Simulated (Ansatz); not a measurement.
Geometry optimisation, Ansatz, RKS PBE0-D4/6-31G*.

Input file:

```yaml
crystal:
  periodic: [false, false, false]
  atoms:
    - { symbol: B, position_ang: [0.0, 0.0, 0.0] }
    - { symbol: C, position_ang: [0.0, 0.0, 1.95] }
    - { symbol: H, position_ang: [-0.9996, -0.3092, 2.3205] }
    - { symbol: H, position_ang: [0.7676, -0.7111, 2.3205] }
    - { symbol: H, position_ang: [0.232, 1.0203, 2.3205] }
    - { symbol: H, position_ang: [1.0305, 0.0, -0.595] }
    - { symbol: C, position_ang: [-1.3856, 0.0, -0.8] }
    - { symbol: H, position_ang: [-1.9458, -0.9305, -0.5708] }
    - { symbol: H, position_ang: [-1.9898, 0.8797, -0.4946] }
    - { symbol: H, position_ang: [-1.1839, 0.0508, -1.8903] }
    - { symbol: O, position_ang: [-0.219, -1.6079, 0.5392] }
    - { symbol: C, position_ang: [-0.7634, -2.6617, -0.2415] }
    - { symbol: H, position_ang: [-0.1565, -3.5801, -0.099] }
    - { symbol: H, position_ang: [-1.8088, -2.8567, 0.0767] }
    - { symbol: H, position_ang: [-0.7512, -2.3734, -1.3133] }
    - { symbol: H, position_ang: [-0.1495, -1.0979, 1.5797] }
basis:
  gaussian: { orbitals: "6-31G*" }
hamiltonian:
  xc: pbe0
  dispersion: d4
relax:
  f_tol: 0.15
  max_steps: 25
  restrain:
    - { distance: [0, 10], at: 1.41, k: 30.0 }
    - { distance: [15, 1], at: 1.11, k: 30.0 }
    - { distance: [0, 1], at: 2.8, k: 30.0 }
    - { distance: [15, 10], at: 2.21, k: 30.0 }
```

Run as:

```bash
$ ansatz run input.yaml --threads 2 --pin off --max-ram 3072MiB --backend cpu --events-out ev --progress --plain --runs-dir out
```

Task: Where does it end, and by what steps?

Result: The run converged. The restraints hold the end off the free minimum. After 16 steps the energy has fallen by 5.130 eV (the restraints' own energy left out); H5 moved furthest, 1.25 Å.

| step | energy less start (eV) | largest force component (eV/Å) | accepted |
| --- | --- | --- | --- |
| 0 | 0.0000 | 5.345 | yes |
| 1 | 0.4927 | 3.767 | yes |
| 2 | 0.8421 | 4.470 | yes |
| 3 | -0.3779 | 5.158 | yes |
| 4 | -2.5168 | 3.388 | yes |
| 5 | -4.0715 | 2.820 | yes |
| 6 | -4.8338 | 1.341 | yes |
| 7 | -4.8989 | 1.479 | yes |
| 8 | -5.0400 | 1.049 | yes |
| 9 | -5.0801 | 0.925 | yes |
| 10 | -5.0974 | 0.883 | yes |
| 11 | -5.1197 | 0.944 | yes |
| 12 | -5.1243 | 0.857 | yes |
| 13 | -5.1129 | 0.854 | no |
| 14 | -5.1269 | 0.883 | yes |
| 15 | -5.1273 | 0.856 | yes |
| 16 | -5.1301 | 0.888 | yes |

```xyz
16
Properties=species:S:1:pos:R:3
B 0.090 -0.495 -0.413
C -0.179 -0.196 2.370
H -0.740 -0.436 3.280
H 0.776 0.267 2.640
H -0.763 0.509 1.770
H 1.077 0.171 -0.258
C -1.285 0.110 -0.878
H -2.165 -0.415 -0.485
H -1.378 1.173 -0.636
H -1.340 0.035 -1.976
O 0.312 -1.851 -0.268
C -0.734 -2.786 -0.432
H -0.300 -3.786 -0.349
H -1.499 -2.669 0.346
H -1.215 -2.689 -1.413
H 0.020 -1.120 1.805
```

Time of the run: 37 s on 2 threads of Intel(R) Xeon(R) 6975P-C (Granite Rapids) (shared host), peak memory 0.23 GiB.
